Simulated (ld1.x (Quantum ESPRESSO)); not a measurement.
# Pseudopotential generation for chromium: TM, LDA (PZ), scalar-relativistic.

Cr (Z = 24), norm-conserving Troullier–Martins (Kleinman–Bylander form), made with ld1.x (Quantum ESPRESSO) 7.5 (LDA (PZ), scalar-relativistic). Core [Ne] 3s2, reference 3p6 3d5 4s1 4p0. Waves: 4s (bound): rc 2.25 bohr; 3p (bound): rc 1.40 bohr; 3d (bound): rc 1.30 bohr. Local part: all-electron potential smoothed inside 2.05 bohr (lloc = -1). Core correction: none.

Poles of the logarithmic derivatives, all-electron (AE) and pseudo (PS). s: poles at 2.7 (AE) and 0.7, 3.2 (PS) Ry. p: poles at -3.3, 3.8 (AE) and -3.3, 4.2 (PS) Ry. d: poles at 0.1 (AE) and 0.1 (PS) Ry. Test radius 2.44 bohr.

* Cutoffs needed: 120 Ry and 140 Ry (the cutoffs (Ry, on a coarse ladder) from which the occupation-weighted sum of valence levels, in a spherical-Bessel basis at the reference potential, stays within 10 and 1 mRy of its value at 400 Ry)
* Ghost test: no extra level below or beside the all-electron valence levels (s, p, d, f tested) (spherical-Bessel basis up to 400 Ry, 20 bohr box)
* Largest excitation error: -119 meV (all-electron minus pseudo) for 3p6 3d4 4s1 4p1, out of 7 test configurations
